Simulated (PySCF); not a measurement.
## C$_{5}$H$_{6}$OS: calculation and literature

Numbering as in the mapped SMILES `[CH3:1][O:2][c:3]1[cH:4][cH:5][cH:6][s:7]1`. Hydrogens are named by the atom that carries them.

Published estimates (parent shift plus substituent increments) and measurements: δ 1H H(C5) 6.68; H(C6) 6.49; H(C4) 6.16 ppm (estimated from measurements, as parent shift plus tabulated substituent increment; solution, not stated per compound (mostly CDCl3 or CCl4); Pretsch, Buehlmann, Badertscher, Structure Determination of Organic Compounds, 4th ed. (2009)).

PySCF 2.14.0 with density-fitted response routines calculation with σ from GIAO-B97-2/pcSseg-2 and coordinates at the PBE0-D3(BJ)/def2-SVP level; one computed conformer, isolated molecule, rapidly exchanging positions averaged, relativity neglected.

(1) What does the calculation give, and how does it compare?

(2) How far are the unscaled 1H shifts from the references?

Answers

(1) 
Reference values: estimated from measurements, as parent shift plus tabulated substituent increment (solution, not stated per compound (mostly CDCl3 or CCl4); Pretsch, Buehlmann, Badertscher, Structure Determination of Organic Compounds, 4th ed. (2009)).
```csv
atoms,quantity,reference,computed
H(C5),δ 1H,6.68,6.98
H(C6),δ 1H,6.49,6.44
H(C4),δ 1H,6.16,6.39
```

Computed shifts are σ(ref) − σ with the named reference compound (TMS for H and C) calculated as an isolated molecule at the same level.

(2) Mean signed difference +0.16 ppm, mean absolute 0.19 ppm over 3 comparisons; the largest is +0.30 ppm at H(C5) (hydrogen on an aromatic CH).

3 of the 6 published NMR values on file for this molecule are compared.
